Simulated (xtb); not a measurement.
C$_{3}$H$_{9}$Al, charge -1, doublet, from a rough starting geometry (GFN-xTB shapes and energies of metal compounds can be far from the true ones) (a state made from the parent by changing its charge; the spin is typed, not shown lowest); GFN2-xTB (xtb).

Input for xtb:
```
$ xtb mol.xyz --gfn 2 --chrg -1 --uhf 1 --opt vtight --json

# file mol.xyz
13

Al     0.03107321     0.04813931     0.03965576
C     -1.41447909    -1.42658167    -0.15629744
H     -1.10674457    -2.19806584    -0.89352708
H     -2.36323493    -1.01310143    -0.53345246
H     -1.51529835    -1.91686349     0.81784562
C     -0.19312805     1.70616681    -1.06765423
H      0.60653246     1.77911112    -1.79751131
H     -0.08410213     2.58073137    -0.39211319
H     -1.08111836     1.77088477    -1.51374932
C      1.56252809    -0.26006901     1.20012728
H      1.97617755     0.64666500     1.54981571
H      2.42796004    -0.80804824     0.68429233
H      1.33317983    -0.84266973     2.07296037
```

The log (banner, timings and long lists left out):

```
   ID    Z sym.   atoms
    1   13 Al     1
    2    6 C      2, 6, 10
    3    1 H      3-5, 7-9, 11-13

           -------------------------------------------------
          |                Calculation Setup                |
           -------------------------------------------------

           -------------------------------------------------
          |                 G F N 2 - x T B                 |
           -------------------------------------------------

          ...................................................
          :                      SETUP                      :
          :.................................................:
          :  # basis functions                  31          :
          :  # atomic orbitals                  30          :
          :  # shells                           18          :
          :  # electrons                        25          :
          :  max. iterations                   250          :
          :  Hamiltonian                  GFN2-xTB          :
          :  restarted?                      false          :
          :  GBSA solvation                  false          :
          :  PC potential                    false          :
          :  electronic temp.          300.0000000     K    :
          :  accuracy                    1.0000000          :
          :  -> integral cutoff          0.2500000E+02      :
          :  -> integral neglect         0.1000000E-07      :
          :  -> SCF convergence          0.1000000E-05 Eh   :
          :  -> wf. convergence          0.1000000E-03 e    :
          :  Broyden damping             0.4000000          :
          :  net charge                         -1          :
          :  unpaired electrons                  1          :
          ...................................................

 iter      E             dE          RMSdq      gap      omega  full diag
   1    -12.1551574 -0.121552E+02  0.659E+00    0.48       0.0  T
   2    -12.1032868  0.518706E-01  0.103E+01    2.66       1.0  T
   3    -12.2124371 -0.109150E+00  0.776E+00    0.68       1.0  T
   4    -12.2987186 -0.862815E-01  0.525E+00    0.61       1.0  T
   5    -12.2080012  0.907174E-01  0.664E+00    1.76       1.0  T
   6    -11.8397854  0.368216E+00  0.158E+01    5.20       1.0  T
   7    -12.1094908 -0.269705E+00  0.919E+00    4.18       1.0  T
   8    -12.1788521 -0.693613E-01  0.707E+00    1.92       1.0  T
[...]
 * total energy  :   -12.1524386 Eh     change       -0.7879277E-05 Eh
 * total energy  :   -12.1524410 Eh     change       -0.2406468E-05 Eh
 * total energy  :   -12.1524432 Eh     change       -0.2270501E-05 Eh
 * total energy  :   -12.1524444 Eh     change       -0.1131191E-05 Eh
 * total energy  :   -12.1524453 Eh     change       -0.8757537E-06 Eh
 * total energy  :   -12.1524462 Eh     change       -0.9749205E-06 Eh
 * total energy  :   -12.1524468 Eh     change       -0.5767879E-06 Eh
 * total energy  :   -12.1524471 Eh     change       -0.3139496E-06 Eh
 * total energy  :   -12.1524474 Eh     change       -0.2303860E-06 Eh
 * total energy  :   -12.1524476 Eh     change       -0.2605570E-06 Eh
 * total energy  :   -12.1524478 Eh     change       -0.1934735E-06 Eh
 * total energy  :   -12.1524479 Eh     change       -0.5871674E-07 Eh
   *** GEOMETRY OPTIMIZATION CONVERGED AFTER 40 ITERATIONS ***
         :: total energy             -12.152447864503 Eh    ::
[...]
    11   1 H        0.923    -0.055     4.222     3.213
    12   1 H        0.923    -0.037     3.799     3.048
    13   1 H        0.923    -0.055     4.224     3.214

 Mol. C6AA /au·bohr⁶  :       1847.367234
 Mol. C8AA /au·bohr⁸  :      58117.278379
 Mol. α(0) /au        :         71.444039

Wiberg/Mayer (AO) data.
largest (>0.10) Wiberg bond orders for each atom

 ---------------------------------------------------------------------------
     #   Z sym  total        # sym  WBO       # sym  WBO       # sym  WBO
 ---------------------------------------------------------------------------
     1  13 Al   2.925 --     6 C    0.862     2 C    0.862    10 C    0.862
     2   6 C    3.793 --     5 H    0.960     4 H    0.960     3 H    0.951
                             1 Al   0.862
     3   1 H    0.999 --     2 C    0.951
     4   1 H    0.997 --     2 C    0.960
     5   1 H    0.997 --     2 C    0.960
     6   6 C    3.793 --     9 H    0.960     8 H    0.960     7 H    0.951
                             1 Al   0.862
     7   1 H    0.999 --     6 C    0.951
     8   1 H    0.997 --     6 C    0.960
     9   1 H    0.997 --     6 C    0.960
    10   6 C    3.793 --    13 H    0.960    11 H    0.960    12 H    0.951
                             1 Al   0.862
    11   1 H    0.997 --    10 C    0.960
    12   1 H    0.999 --    10 C    0.951
    13   1 H    0.997 --    10 C    0.960
 ---------------------------------------------------------------------------

Topologies differ in total number of bonds
Writing topology from bond orders to xtbtopo.mol

molecular dipole:
                 x           y           z       tot (Debye)
 q only:        0.008      -0.038      -0.053
   full:        0.316      -0.294      -0.511       1.700
molecular quadrupole (traceless):
                xx          xy          yy          xz          yz          zz
 q only:       -0.898      -2.471      -1.817      -4.420       3.670       2.715
  q+dip:       -0.412      -1.194      -0.886      -2.144       1.759       1.299
   full:       -0.286      -0.848      -0.632      -1.524       1.243       0.918

optimized geometry written to: xtbopt.xyz

           -------------------------------------------------
          | TOTAL ENERGY              -12.152447864503 Eh   |
          | GRADIENT NORM               0.000035120176 Eh/α |
          | HOMO-LUMO GAP               3.406369143904 eV   |
           -------------------------------------------------
```
